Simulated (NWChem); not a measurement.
Species: VN2H3F2; SMILES [NH]=[V]([NH2])([F])[F]

```xyz
8

V     -0.0413     0.0358     0.0000
N     -1.5747    -0.4807     0.0000
H     -2.5928    -0.6214     0.0000
F      0.3114     0.9802    -1.4253
F      0.3114     0.9802     1.4253
N      0.9207    -1.5061     0.0000
H      0.5670    -2.4654     0.0000
H      1.9484    -1.4728     0.0000
```
Atoms are numbered in this order, from 1.

All runs: NWChem. Medium grid unless said otherwise, to which SCAN and Minnesota functionals are sensitive. Coordinates come from a PBE-D3(BJ)/def2-SVP optimisation. No frequency run checked for a minimum. Hybrids' shares of exact exchange are those that their runs print; pure functionals count as 0. The functionals differ in more than this share.

```
row                 share of exact exchange  highest occupied level (eV)
------------------  -----------------------  ---------------------------
PBE/def2-SVP                           0.00                        -6.69
MN15-L/def2-SVP                        0.00                        -7.33
B3LYP/def2-SVP                         0.20                        -7.94
B97-2/def2-SVP                         0.21                        -7.99
r2SCAN0/def2-SVP                       0.25                        -8.53
BHandHLYP/def2-SVP                     0.50                        -9.62
M06-2X/def2-SVP                        0.54                     withheld
```

Fit a straight line of the last column on the one before it, predict the withheld value, and compare with the run.


1. Means of the 6 shown rows: x = 0.193, y = -8.017. Slope Σ(x − x̄)(y − ȳ)/Σ(x − x̄)² = -0.9091/0.1723 = -5.275; intercept -6.997.
2. The shown rows scatter about the line by 0.215 (root mean square); the largest residual is -0.33, at MN15-L/def2-SVP.
3. At x = 0.54 (M06-2X/def2-SVP; beyond the shown range) the line gives -9.85.
4. The run gives -9.66, +0.19 from the line, 0.9 times the scatter.
